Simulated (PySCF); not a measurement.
## Circular dichroism: SMILES O=C/C1=C/CC/C=C\CC1, C$_{9}$H$_{12}$O

Geometry (Å), atoms numbered from 1 in this order:
```xyz
22

O     3.5194    0.1827    0.5088
C     2.5726    0.9305    0.5459
C     1.2209    0.6056    0.0412
C     0.2911    1.5680    0.2061
C    -1.1594    1.5953   -0.1406
C    -1.8428    0.2681   -0.4752
C    -1.8325   -0.7147    0.6647
C    -0.8569   -1.5521    1.0391
C     0.5014   -1.7900    0.4526
C     1.0539   -0.7689   -0.5436
H     2.6677    1.9591    0.9826
H     0.6558    2.4985    0.6637
H    -1.2892    2.3026   -0.9827
H    -1.6899    2.0732    0.7025
H    -1.4029   -0.1646   -1.3833
H    -2.8891    0.4914   -0.7351
H    -2.7385   -0.7202    1.2821
H    -1.0717   -2.1782    1.9138
H     0.5074   -2.7893   -0.0217
H     1.2186   -1.8766    1.2874
H     2.0577   -1.1081   -0.8397
H     0.4478   -0.7407   -1.4575
```

The calculation used TDDFT CAM-B3LYP/def2-SVPD circular dichroism and optical rotation, one conformer, gas phase (PySCF 2.14.0). Geometry: PBE0-D3(BJ)/def2-SVP.

No stereocentre is labelled: unless the shape is locked (an allene, a helicene, a hindered biaryl), the mirror image is equally populated and a measured rotation or CD is zero.

Question: Which excitations and rotatory strengths does the calculation give?

Answer: Rotatory strengths R in 10⁻⁴⁰ esu² cm², velocity form and length form (origin at the centre of mass); f in length form.
```
state  E (eV)  λ (nm)       f  R (velocity)  R (length)                                    main
    1    4.07     305  0.0005          -5.6        -5.5      HOMO−2→LUMO 0.59, HOMO−1→LUMO 0.29
    2    5.63     220   0.011          -5.9        -6.1                          HOMO→LUMO 0.94
    3    5.78     214   0.263          -4.5        -4.9      HOMO−1→LUMO 0.61, HOMO−2→LUMO 0.31
    4    6.77     183   0.047         +45.9       +50.5      HOMO→LUMO+1 0.55, HOMO→LUMO+3 0.16
    5    6.99     177   0.299         +33.6       +26.3      HOMO→LUMO+2 0.63, HOMO→LUMO+1 0.21
    6    7.09     175   0.006         -41.6       -41.7      HOMO−5→LUMO 0.25, HOMO−4→LUMO 0.14
    7    7.18     173   0.002          +0.2        +0.9  HOMO−1→LUMO+1 0.56, HOMO−2→LUMO+1 0.22
    8    7.22     172   0.009         +30.6       +31.1      HOMO−3→LUMO 0.51, HOMO−5→LUMO 0.33
    9    7.38     168   0.037         -16.2       -16.5  HOMO−2→LUMO+1 0.20, HOMO−2→LUMO+2 0.13
   10    7.44     167   0.017          -3.3        -2.9    HOMO−1→LUMO+2 0.18, HOMO−5→LUMO 0.14
   11    7.49     166   0.007         +22.6       +21.0  HOMO−1→LUMO+2 0.32, HOMO−2→LUMO+2 0.28
   12    7.56     164   0.032          +5.9        +5.3      HOMO→LUMO+4 0.57, HOMO→LUMO+5 0.09
```

Among the states computed, the strongest CD band (largest |R|) is state 4. The largest dissymmetry factor in size, g = 4R/(D+G), with D and G the electric and magnetic dipole strengths, is -0.085 for state 6 (velocity form, f = 0.005), among bands with |R| over 0.5. The mirror image has the same energies and oscillator strengths and all R with the opposite sign.
